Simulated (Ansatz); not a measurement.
An input meant for Ti2Cl (charge 0, doublet).

```yaml
crystal:
  periodic: [false, false, false]
  atoms:
    - {symbol: Ti, position_ang: [-1.923901, 0.885073, -0.524416]}
    - {symbol: Ti, position_ang: [0.115875, -0.147749, 0.943220]}
    - {symbol: Cl, position_ang: [1.808026, -0.737324, -0.418803]}
basis:
  gaussian: {orbitals: cc-pVDZ}
magnetization: {spin_polarized: true, initial_magnetization: 2}
hamiltonian: {xc: {name: BHLYP}, dispersion: d3bjatm}
scf: {omitted_lower_state_checks: [starts]}
output: {forces: true}
```

```sh
$ ansatz run in.yaml --threads 4 --pin off --events-out ev --progress --plain --max-ram 3916MiB
```

Problem. Predict how Ansatz answers.

Solution. The input was rejected before any iteration. The number of unpaired electrons doesn't fit the electron count.
```
Error: a molecule whose nuclei and cores have a total charge of 61 cannot have a net charge of 0 together with 2 unpaired electrons
```
